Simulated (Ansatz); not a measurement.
Total energies of Pb₃O₇H₈, a hydroxylated oxide cluster from Ansatz at PBE-D4/def2-SVP, gas phase (1 Eh = 27.2114 eV = 2625.5 kJ/mol). The reference geometry is relaxed at PBE-D4/def2-SVP.

```xyz
18

Pb    2.2523   -1.4028    0.2315
Pb   -0.3268   -2.0567   -2.0845
Pb   -0.2535    1.8037    1.1515
O     0.1924    1.4403   -1.5679
O    -1.5966   -0.2531   -1.8835
O     0.2786    1.0077    3.2010
O     1.6319   -0.8004   -1.8902
O     1.7219    0.5603    1.1352
O     0.0784   -2.1741    0.1779
O    -1.4728   -0.1128    0.7633
H    -0.6433    0.8002   -1.8043
H     0.1351    2.2153   -2.1565
H    -1.8126   -0.2143   -0.9002
H    -0.2653    0.2135    3.3755
H     1.3003    0.1495   -1.8500
H     1.4989    0.4885    2.1309
H    -0.5237   -1.4447    0.5581
H    -2.1952   -0.2201    1.4122
```

```tsv
state	geometry	energy (Eh)
charge 0 singlet	reference	-1109.40438
charge 1 doublet	reference	-1109.11720
charge -1 doublet	reference	-1109.40138
free Pb atom (triplet)	–	-192.85919
free O atom (triplet)	–	-74.91467
free H atom (doublet)	–	-0.49863
```

In the def2 sets Pb takes a core potential; there is no spin–orbit coupling.

Problem. Work out the vertical ionisation energy to the doublet.

Solution. E(charge 1 doublet) − E(charge 0 singlet) = -1109.11720 − (-1109.40438) = 0.28718 Eh = 7.81 eV. For comparison, −ε of the highest occupied level is 5.27 eV at this level, 2.54 eV less.

Problem. Work out the vertical electron affinity, to the doublet.

Solution. E(charge 0 singlet) − E(charge -1 doublet) = -1109.40438 − (-1109.40138) = -0.00300 Eh = -0.08 eV; so near zero that its sign isn't settled. The basis lacks diffuse functions, which makes affinities too small.

Problem. Give the fundamental gap IE − EA, the Mulliken electronegativity (IE + EA)/2 and the hardness (IE − EA)/2.

Solution. From the values in Eh: IE − EA = 0.28718 − (-0.00300) = 0.29018 Eh = 7.90 eV; (IE + EA)/2 = 3.87 eV; (IE − EA)/2 = 3.95 eV. The HOMO–LUMO gap of the same run is 3.38 eV, 4.52 eV smaller than the fundamental gap.

Problem. What is the binding energy per atom against free atoms?

Solution. Atoms: 3 × (-192.85919) + 7 × (-74.91467) + 8 × (-0.49863) = -1106.96930 Eh. Binding: -1106.96930 − (-1109.40438) = 2.43508 Eh = 66.26 eV, or 3.68 eV for each of 18 atoms (no zero-point energy, no counterpoise term).

At PBE-D4/def2-SVP the gap within one spin of the charge 1 doublet nearly closes, so an electron or hole may be smeared out by delocalisation error. At PBE-D4/def2-SVP the gap within one spin of the charge -1 doublet nearly closes, so an electron or hole may be smeared out by delocalisation error. At PBE-D4/def2-SVP the highest occupied level of the charge -1 doublet lies above zero (up to 2.04 eV). Energy differences put its binding near zero (-0.08 eV; vertical, to the charge 0 singlet, at PBE-D4/def2-SVP), which leaves it undecided.
